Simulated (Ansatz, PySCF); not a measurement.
C2H5FSi2, SMILES C#C[Si@@H](F)[SiH3].

Geometry: B3LYP-D3(BJ)/def2-SVP. The structure was generated by enumeration; whether it is a known compound was not checked.

Vertical ionisation energy (IE) and electron affinity (EA) in eV. Rows of orbital energies are one-electron estimates. Where ΔSCF, EOM or ADC give a negative EA the extra electron is unbound and the value depends on the basis.

| level | IE | EA |
|---|---|---|
| −ε(HOMO), −ε(LUMO), PBE0/def2-TZVP (PySCF) | ___ | ___ |
| −ε(HOMO), −ε(LUMO), PBE/def2-TZVP (PySCF) | 6.92 | 2.06 |
| ΔSCF, CAM-B3LYP/def2-TZVPD (Ansatz), final states of multiplicity 2 and 2 | 10.18 | -0.50 |
| ΔSCF, PBE/def2-TZVPD (Ansatz), final states of multiplicity 2 and 2 | 9.66 | -0.21 |

Problem. Fill in the missing entries. (The exact figures need the calculation; the answer reports its results.)

Solution. 
- −ε(HOMO), −ε(LUMO), PBE0/def2-TZVP (PySCF), IE: 8.08
- −ε(HOMO), −ε(LUMO), PBE0/def2-TZVP (PySCF), EA: 1.17

Problem. What vertical singlet–triplet gap does ΔSCF give with CAM-B3LYP/def2-TZVPD (Ansatz, an electronic-structure program) and with PBE/def2-TZVPD (Ansatz)? (The exact figures need the calculation; the answer reports its results.)

Solution. 4.90 and 4.57 eV (triplet above singlet where positive).
